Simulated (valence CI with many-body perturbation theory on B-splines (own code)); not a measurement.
# Questions on Kr III

Level of theory: relativistic CI+MBPT: six valence electrons over a frozen Dirac-Fock core [Ar] 3d10, a basis of 9 s, 9 p, 8 d, 6 f, 3 g, 1 h functions for each j, with the one-electron correlation potential Σ1 (screened to all orders), the two-electron term Σ2, the three-electron term Σ3, Breit, model QED; selected single and double excitations, second order for the rest, scaled by the run's own slope (own B-spline code, finite nucleus).

Set against measurement, 30 paired levels are off by 303 cm⁻¹ on average, the worst by 527. Among the levels kept, up to 1700 cm⁻¹ of a level comes from second order outside the variational space, and about a tenth of that is noise between levels of different J, which matters for small intervals.

Rates and lifetimes use the calculated energies. Strong lines usually hold to 10 to 20 %, long lifetimes can be off by a factor of two.

What is the ground level?

4s2 4p4 3P_2, composition 91 % 4s2 4p4 3P + 4 % 4s2 4p4 1D, g = 1.482.

Where does the other parity begin?

At 4s 4p5 3P°_2, 115580 cm⁻¹.

Among levels below 169383 cm⁻¹, which E1 lines absorb most strongly from the ground level?

to 4s2 4p3 5s 3S°_1 at 66.10 nm, f = 0.128; to 4s2 4p3 5s 3D°_3 at 60.67 nm, f = 0.103; to 4s2 4p3 5s 3D°_2 at 61.19 nm, f = 0.0697.

How is the term 3P of the ground level split?

J = 2 at 0.0, J = 1 at 4534, J = 0 at 5336 cm⁻¹.

How well does LS coupling describe the low levels?

Among the lowest 20 levels the leading LS term, summed over configurations, holds 97 % on average. For single configurations the figures are 86 % in LS and 54 % in jj coupling. Terms mix most in the J = 2 level at 147440 cm⁻¹, where the leading one holds 88 %.
